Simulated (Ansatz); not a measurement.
Molecule: C3H2F3, charge 0, multiplicity 2. It need not be the lowest isomer of its formula. 
Structure (B3LYP-D3(BJ)/def2-TZVP (Ansatz, an electronic-structure program) minimum search):
```xyz
8

C     -1.8748    -0.1847     0.2934
C     -0.6657     0.1415    -0.2531
F     -0.6267     0.8188    -1.4216
C      0.5790    -0.1504     0.2674
F      1.7173     0.1853    -0.2966
F      0.7402    -0.8056     1.4004
H     -1.9237    -0.7249     1.2250
H     -2.7846     0.1002    -0.2107
```
Charge 0, spin multiplicity 2.

Wanted: atomisation energy (electronic, to ground-state atoms), in kcal/mol. Cores are frozen in the correlated levels unless marked. Open shells are spin-unrestricted. No spin-orbit coupling. Non-relativistic. The coupled-cluster limit lacks core correlation, which all-electron functionals hold. CBS(X,Y): correlation extrapolated as X^-3; Hartree-Fock from the larger set.

| level | program | atomisation energy (kcal/mol) | minus last row |
|---|---|---|---|
| HF/STO-3G | Ansatz | 586.4 | -199.3 |
| r2SCAN/def2-TZVPD | Ansatz | 802.4 | 16.7 |
| PBE0/6-31G* | Ansatz | 806.4 | 20.7 |
| PBE0-D3(BJ)/def2-TZVPD | Ansatz + dftd3 | 803.4 | 17.7 |
| BHLYP-D4/def2-TZVPD | Ansatz + dftd4 | 749.8 | -35.9 |
| CAM-B3LYP-D3(BJ)/def2-TZVPD | Ansatz + dftd3 | 797.7 | 12.0 |
| B2GP-PLYP/def2-TZVPD | Ansatz | 778.3 | -7.4 |
| MP2/cc-pVDZ | Ansatz | 739.6 | -46.1 |
| CCSD(T) with core electrons/cc-pwCVTZ | Ansatz | 768.4 | -17.3 |
| CCSD(T)/CBS(cc-pVTZ,cc-pVQZ) | Ansatz | 785.7 | 0.0 |

The UHF reference is spin-contaminated (<S^2> 0.20 over the pure value in the largest basis).
